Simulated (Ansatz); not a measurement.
`CC[SiH2][SiH3]` + `C[NH][GeH3]` → `C[N]([SiH3])[GeH3]` + `CC[SiH3]` at 500 K and 1 bar (cleavage of the Si–Si bond).

Computed with Ansatz on PBE0-D4/def2-TZVP structures; ΔE is electronic, products minus reactants. CBS: MP2 limit from def2 TZ/QZ plus the TZ coupled-cluster correction, frozen cores. For Ge outer-core shells are correlated without core-valence functions, which leaves a few kJ/mol of doubt a bond. Scalar relativity is left out up to krypton. Each species was taken in one conformer, which may not be the lowest.

```json
{"species": "`CC[SiH2][SiH3]`", "CCSD(T)/CBS energy (Eh)": "-660.27614", "H − E (kJ/mol)": "334.9", "S (J/(mol·K))": "439.1"}
{"species": "`C[NH][GeH3]`", "CCSD(T)/CBS energy (Eh)": "-2173.06430", "H − E (kJ/mol)": "241.1", "S (J/(mol·K))": "362.9"}
{"species": "`C[N]([SiH3])[GeH3]`", "CCSD(T)/CBS energy (Eh)": "-2463.36560", "H − E (kJ/mol)": "295.3", "S (J/(mol·K))": "441.5"}
{"species": "`CC[SiH3]`", "CCSD(T)/CBS energy (Eh)": "-369.99568", "H − E (kJ/mol)": "274.2", "S (J/(mol·K))": "352.5"}
```

H − E and S are ideal-gas, rigid-rotor, harmonic terms from PBE0-D4/def2-TZVP, for one conformer and one mirror image of each species. 1 Eh = 2625.50 kJ/mol, R = 8.31446 J/(mol·K).

Q: By hand: ΔE, ΔH, ΔS and ΔG.

A: ΔE = (-2463.36560) + (-369.99568) − (-660.27614) − (-2173.06430) = -0.02084 Eh = -54.7 kJ/mol. Δ(H − E) = 295.3 + 274.2 − 334.9 − 241.1 = -6.5, so ΔH = -61.2 kJ/mol. ΔS = 441.5 + 352.5 − 439.1 − 362.9 = -8.0 J/(mol·K). ΔG = -61.2 − 500 × (-8.0)/1000 = -57.2 kJ/mol.

Q: By hand: the equilibrium constant, and the temperature at which ΔG would vanish if ΔH and ΔS stayed fixed.

A: log₁₀ K = −ΔG/(RT ln 10) = 6.0. ΔG = 0 at ΔH/ΔS = 7650 K, far beyond where these terms or the molecules hold.

The number of gas molecules stays the same, so ΔS is small and ΔH decides. A doubt of 5 kJ/mol in ΔE shifts log₁₀ K by 0.5 here. Other conformers and mirror images would add mixing entropy, several J/(mol·K) or more a flexible species. Modes under 60 cm⁻¹, often nearly free rotors, make the harmonic entropy too high. These are equilibria of isolated gas molecules and say nothing of rates. Largest T1 diagnostic: 0.011 (customary marks: 0.02 for closed shells, 0.045 for open ones).
